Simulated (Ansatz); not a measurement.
Computed with Ansatz on PBE0-D4/def2-TZVP structures; ΔE is electronic, products minus reactants. CBS: MP2 limit from def2 TZ/QZ plus the TZ coupled-cluster correction, frozen cores. DFT in def2-TZVPP. Elements past krypton have def2 core potentials. For In, Se outer-core shells are correlated without core-valence functions, which leaves a few kJ/mol of doubt a bond. Scalar relativity is left out up to krypton. Each species was taken in one conformer, which may not be the lowest.

`[CH3][In]([Cl])[SeH]` + `N[SiH](O)S` → `N[Si](O)(S)[SeH]` + `[CH3][InH][Cl]`  (formal exchange of groups at the Se–In bond)

Problem. Is it downhill or uphill in electronic energy at CCSD(T)/CBS, and by how much? (Best estimate.)

Solution. Computed: Uphill: ΔE = +48.2 kJ/mol.

Problem. What do these levels give: LDA (SPW92), B2PLYP, r2SCAN0, RPA@PBE/def2-TZVPP, HF/def2-SVP, CCSD/CBS(def2)? (An estimate is asked.)

Solution. Computed: LDA (SPW92) 34.4, B2PLYP 51.4, r2SCAN0 44.6, RPA@PBE/def2-TZVPP 47.3, HF/def2-SVP 61.5, CCSD/CBS(def2) 49.5 kJ/mol.

Largest T1 diagnostic among the species: 0.012.

The D4 term adds −8.0 kJ/mol with B3LYP and −4.1 kJ/mol with PBE0; it sums over pairs of atoms, weighted by their polarisabilities, and B3LYP, whose exchange is more repulsive, gets the larger term. In def2-TZVPP, CCSD(T) changes the Hartree–Fock value by −13.1 kJ/mol (the triples alone add −1.3 kJ/mol) and MP2 by −12.8 kJ/mol. At CCSD(T), def2-SVP lies +7.7 kJ/mol from the extrapolated value and def2-TZVPP −0.7 kJ/mol.

B3LYP here is the variant with VWN-RPA as its local correlation; programs differ in this.
